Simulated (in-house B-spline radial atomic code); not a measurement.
A fraction x of an electron is removed from 2p in the aluminium ion Al³⁺, starting from [He] 2s2 2p6 and keeping the highest spin. Method: non-relativistic BP86, spin-polarised, spherical fractional occupations, point nucleus. Calculated with a B-spline radial code for spherical atoms.

```csv
x,E(x) - E(0) (eV),2p down level (eV)
0,0.0000,-104.238
0.08,8.4403,-106.774
0.14,14.9041,-108.687
0.35,38.4373,-115.457
0.41,45.4233,-117.412
0.5,56.1229,-120.361
0.54,60.9637,-121.678
0.71,82.1272,-127.317
0.76,88.5348,-128.989
0.9,106.9225,-133.700
1,120.4619,-137.092
```

The exact functional would give a straight line between the two integer points. Deviations E(x) - E(0) - x[E(1) - E(0)], in eV: -1.197 at x = 0.08, -1.961 at x = 0.14, -3.724 at x = 0.35, -3.966 at x = 0.41, -4.108 at x = 0.5, -4.086 at x = 0.54, -3.401 at x = 0.71, -3.016 at x = 0.76, -1.493 at x = 0.9.

The curve lies below the straight line by up to 4.108 eV (at x = 0.5): convex, the delocalisation error that favours fractional charges.

How well does Slater's transition state (minus the level at half occupation) give the ionisation energy?

It gives 120.361 eV against 120.462 eV from the two total energies; NIST lists 119.99 eV, ground level to ground level.
